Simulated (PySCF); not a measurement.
# Dipole response of Li (lithium, neutral)

[He] 2s1, 2S determinant. Computed with PySCF 2.14 in dyall-av3z (15s9p3d, 57 functions), with the non-relativistic Hamiltonian (point nucleus). Coupled (time-dependent) response in atomic units; α is the mean over directions.

| method | mean α (bohr³) | C₆ (like pair) | S(−4) |
| --- | --- | --- | --- |
| UHF | 170.0 | 1477 | 37250 |
| PBE | 142.1 | 1128 | 26180 |
| PBE0 | 146.8 | 1185 | 27930 |
| M06 | 139.2 | 1052 | 27310 |

S(−4) is the Cauchy moment in α(ω) = α(0) + S(−4) ω² + …

Reference α: 164.1 bohr³ (recommended; Schwerdtfeger and Nagle, table of static dipole polarizabilities (2023 update)). Published C₆: 1392 (Chu and Dalgarno (2004); Tang, Norbeck and Certain (1976)).

α(iu) at PBE0:

```json
{"u (hartree)": "0", "α(iu) (bohr³)": "146.8"}
{"u (hartree)": "0.0500", "α(iu) (bohr³)": "99.69"}
{"u (hartree)": "0.100", "α(iu) (bohr³)": "51.26"}
{"u (hartree)": "0.200", "α(iu) (bohr³)": "17.98"}
{"u (hartree)": "0.300", "α(iu) (bohr³)": "8.920"}
{"u (hartree)": "0.500", "α(iu) (bohr³)": "3.604"}
{"u (hartree)": "0.750", "α(iu) (bohr³)": "1.776"}
{"u (hartree)": "1.00", "α(iu) (bohr³)": "1.094"}
{"u (hartree)": "1.50", "α(iu) (bohr³)": "0.5729"}
{"u (hartree)": "2.00", "α(iu) (bohr³)": "0.3693"}
{"u (hartree)": "3.00", "α(iu) (bohr³)": "0.1998"}
{"u (hartree)": "5.00", "α(iu) (bohr³)": "0.08861"}
```

A single London oscillator, α(iu) = α/(1 + u²/ω²), gives C₆ = (3/4) ω α². Matching the computed C₆ needs ω = 4 × 1185 / (3 × 146.8²) = 0.0733 hartree.
